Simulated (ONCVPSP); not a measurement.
**Transferability test, ONCV potential for Zn**

ONCVPSP 4.0.1 input, shortened (lines: element, Z, core and valence counts, functional; n l f; lmax; l rc ep ncon nbas qcut; lloc lpopt rc5 dvloc0; l nproj debl; icmod fcfact rcfact), LDA (Perdew-Wang 92), scalar-relativistic:

```
  Zn 30.00    3    4  -001012      upf
    1    0    2.00
    2    0    2.00
    2    1    6.00
    3    0    2.00
    3    1    6.00
    3    2   10.00
    4    0    1.00
    2
    0    1.30    0.00    3    7    7.40
    1    0.70    0.00    4    8   13.10
    2    1.05    0.00    4    9   12.10
    4    5    0.60    0.00
    0    2    2.40
    1    2    3.80
    2    1    2.60
    0    0.00    0.00
```

Energies are relative to the spin-unpolarised reference configuration 3s2 3p6 3d10 4s1; without spin polarisation the order of configurations can differ from experiment.

| valence configuration | charge | ΔE all-electron (eV) | error AE − PS (meV) |
| --- | --- | --- | --- |
| 3s2 3p6 3d10 4s0 | +2 | 18.763 | +0.3 |
| 3s2 3p6 3d10 4s0 4p1 | +1 | 6.424 | -0.2 |

Problem. What are ΔE and the potential's error for 3s2 3p6 3d10 4s2?

Solution. ΔE = -10.184 eV all-electron; the error (AE − PS) is +1.6 meV.

Problem. What are ΔE and the potential's error for 3s2 3p6 3d9 4s0?

Solution. ΔE = 59.659 eV all-electron; the error (AE − PS) is -16 meV.
